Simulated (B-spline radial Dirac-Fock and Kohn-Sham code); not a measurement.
Z = 63 (europium), transition energy 49 keV. The computed values come from an atomic code on a B-spline grid: a Dirac-Hartree-Slater potential of the neutral atom with a Latter tail (no hole, which puts coefficients of high multipoles low close above an edge), finite nucleus with surface currents. The K shell is not open to conversion at this energy. Subshells that would emit electrons below 1 keV are left out.

Task: A pure transition shows α(L) = 28.9, L1/L2 = 0.0335 and L1/L3 = 0.0275. What is its multipolarity?
A. M4
B. M1
C. E4
D. E2
E. M3
F. M2
G. E3
H. E1

Result: D. For comparison, α(L), L1/L2, L1/L3 are E1 0.269, 2.77, 2.02; E3 1680, 0.00957, 0.00836; E4 53100, 0.0151, 0.0136; M1 1.81, 11.3, 62.1; M2 71.9, 10.1, 2.94; M3 2970, 7.56, 0.466; M4 97100, 5.89, 0.186.
